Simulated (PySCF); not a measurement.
Cd(H)(NH2) (CdH₃N), SMILES [NH2][CdH]. Atoms are numbered in the order given.

```xyz
5

Cd     0.3012    -0.0043     0.0000
H      1.9566     0.0407     0.0000
N     -1.7244     0.1083     0.0000
H     -2.1708    -0.2970     0.8145
H     -2.1708    -0.2970    -0.8145
```
Charge 0, spin multiplicity 1.

The structure is a stationary point at B3LYP-D3(BJ)/def2-TZVP. The def2 effective core potentials stand for the cores of Cd; spin–orbit coupling is left out.

The numbers are results of B3LYP-D3(BJ)/def2-TZVP (PySCF), not measurements.

Frequencies are harmonic and unscaled.

| mode | ν (cm⁻¹) | IR (km/mol) | Raman (Å⁴/amu) | depolarisation | moving atoms (share of kinetic energy) |
|---|---|---|---|---|---|
| 1 | 451 | 41.9 | 5.6 | 0.75 | H 97 % |
| 2 | 463 | 30.0 | 4.9 | 0.71 | H 93 % |
| 3 | 484 | 146.0 | 21.3 | 0.16 | H 54 %, N 42 % |
| 4 | 581 | 36.2 | 9.1 | 0.36 | N 50 %, H 40 %, Cd 10 % |
| 5 | 769 | 39.6 | 3.8 | 0.75 | H 90 %, N 9 % |
| 6 | 1559 | 9.1 | 2.1 | 0.07 | H 92 %, N 8 % |
| 7 | 1852 | 170.9 | 206.1 | 0.26 | H 99 % |
| 8 | 3493 | 2.0 | 188.1 | 0.09 | H 96 % |
| 9 | 3581 | 3.7 | 93.5 | 0.75 | H 92 %, N 8 % |
